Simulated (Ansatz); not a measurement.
A structure relaxed at PBE0-D4/def2-TZVP, charge 0, multiplicity 1:

```xyz
10

N    -1.730   -1.355   -0.189
P    -1.198   -0.019    0.690
S     0.904   -0.273    1.072
Si    1.555    1.172   -0.356
H    -1.717   -1.235   -1.190
H    -1.434   -2.283    0.077
H    -1.551   -0.506    1.972
H     1.141    2.543    0.034
H     3.036    1.087   -0.410
H     0.994    0.868   -1.699
```

(1) Give its formula and SMILES.

(2) Summarise the bond lengths by kind.

Answers

(1) H6NPSSi, `NPS[SiH3]`.

(2) 1 × N–P 1.685 Å; 2 × H–N 1.008 to 1.010 Å; 1 × P–S 2.152 Å; 1 × H–P 1.416 Å; 1 × S–Si 2.132 Å; 3 × H–Si 1.484 to 1.487 Å.

All numbers were calculated with Ansatz.
